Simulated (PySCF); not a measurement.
Species: C3H5BF2S.
SMILES with atom numbers: `[CH3:1][S:2]/[C:3]([BH:4][F:5])=[CH:6]\[F:7]` (hydrogens: H8, H9, H10 on C1; H11 on B4; H12 on C6)

Computed by this run: PBE0-D3(BJ)/def2-SVP geometry optimisation, gas phase (PySCF); density fitting, grid level 1; the optimiser is geomeTRIC in internal coordinates, started from a GFN2-xTB structure with every atom displaced at random (about 0.01 Å).

Geometry at step 6:
```
atom  x, y, z in Å
C1      1.8376   -0.4515   -0.9404
S2      1.1446    0.9793   -0.0860
C3     -0.4708    0.4622    0.3809
B4     -1.1983   -0.8677    0.0962
F5     -0.6213   -1.8758   -0.5391
C6     -1.2362    1.3115    1.0991
F7     -0.8452    2.5167    1.4692
H8      1.2730   -0.7061   -1.8465
H9      2.8498   -0.1366   -1.2288
H10     1.9115   -1.3309   -0.2882
H11    -2.3449   -1.0211    0.4557
H12    -2.2554    1.0789    1.4179
```

**Question.** Give the atomic forces at this geometry.

**Answer.** 
```tsv
atom	Fx (eV/Å)	Fy (eV/Å)	Fz (eV/Å)
C1	-0.004	0.007	-0.023
S2	0.022	0.001	0.005
C3	0.066	0.070	0.045
B4	-0.023	0.007	0.005
F5	-0.017	-0.018	0.008
C6	-0.148	0.023	-0.052
F7	0.091	-0.076	-0.028
H8	0.005	-0.001	0.000
H9	0.007	0.011	-0.001
H10	-0.004	0.002	0.010
H11	0.016	-0.009	0.017
H12	-0.012	-0.016	0.014
```

The largest, 0.16 eV/Å, acts on C6; the rms over all components is 0.039 eV/Å. The forces sum to zero within rounding, as they must for an isolated molecule in no field.

**Question.** Give the force on C6 in Eh/bohr and in nN.

**Answer.** 0.159 eV/Å ÷ 51.422 = 0.00309 Eh/bohr, and 0.159 eV/Å × 1.602 = 0.25 nN.

**Question.** How far is this geometry from the end of the optimisation?

**Answer.** 0.003 eV above it, and 0.042 Å rms away after alignment. The bonds farthest from their final lengths, with half the difference of the two atoms' forces along the bond (positive lengthens):

| bond | now (Å) | final (Å) | force along bond (eV/Å) |
| --- | --- | --- | --- |
| C1–H8 | 1.098 | 1.098 | -0.01 |

The angle farthest from its final value is C3–C6–F7, 123.7° against 122.9°.

What follows is the cost of the whole optimisation. Hardware: Arm Neoverse V1, one thread, shared host with 32 logical CPUs at a one-minute load of 28. Cost: 81 s of wall time, 0.53 GiB resident at most.
